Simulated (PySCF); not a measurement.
## Computed data sheet: `CC(=O)C=C(C)C`

C6H10O.
Bonds: C1–C2, C2–O3 (double), C2–C4, C4–C5 (double), C5–C6, C5–C7. Hydrogens: H8, H9, H10 on C1; H11 on C4; H12, H13, H14 on C6; H15, H16, H17 on C7.

Among its groups: ketone and C=C double bond.

**GFN2-xTB geometry**

| Item | Value |
| --- | --- |
| Rotational constants A, B, C of the GFN2-xTB geometry | 5.049, 1.669, 1.286 GHz |

From CAM-B3LYP/def2-SVPD ground state and vertical TDDFT (core frozen in the response) (PySCF):

| Item | Value |
| --- | --- |
| Dipole moment | 3.10 D |
| HOMO energy | -8.46 eV |
| LUMO energy | -0.21 eV |
| HOMO–LUMO gap | 8.25 eV |
| Lowest singlet excitation | 3.90 eV (318 nm, f = 0.000) |
| Strongest line among the 8 lowest singlet transitions | S2 at 5.74 eV (216 nm, f = 0.416) |
| Lowest triplet excitation (Tamm–Dancoff) | 3.43 eV |
| Static isotropic polarisability | 78.5 au |
| Electronic spatial extent ⟨r²⟩ about the centre of nuclear charge | 954 bohr² |

Monoisotopic mass (most abundant isotopes): 98.0732 u.

With B = h/(8π²I), that is 505.379 GHz u Å² over I, the principal moments of inertia are 100.1, 302.8 and 393.1 u Å² (most abundant isotopes); the inertial defect Ic − Ia − Ib is -9.8 u Å² (zero for a rigid planar frame, negative otherwise). S1 lies 4.35 eV below the HOMO–LUMO gap; its leading configuration is HOMO→LUMO, weight 0.92. The polarisability is 11.63 Å³ as a volume (1 au = 0.148185 Å³), or 1.45 au for each of the 54 electrons. The principal polarisabilities are 55.6, 76.3 and 103.6 au; their mean is the isotropic value. The vertical singlet–triplet gap S1 − T1 is 0.47 eV (TDDFT singlet less Tamm–Dancoff triplet; S1: HOMO→LUMO, weight 0.92; T1: HOMO→LUMO, weight 0.89).

The structure is a single GFN2-xTB conformer in the gas phase; no vibrational or solvent corrections.

For the TDDFT job (CAM-B3LYP/def2-SVPD), hardware: one thread, x86-64 server, shared host. Cost: 32 s wall.

The values belong to the conformer `[CH3:1][C:2](=[O:3])[CH:4]=[C:5]([CH3:6])[CH3:7]`: C1–C2–C4–C5 -173°.
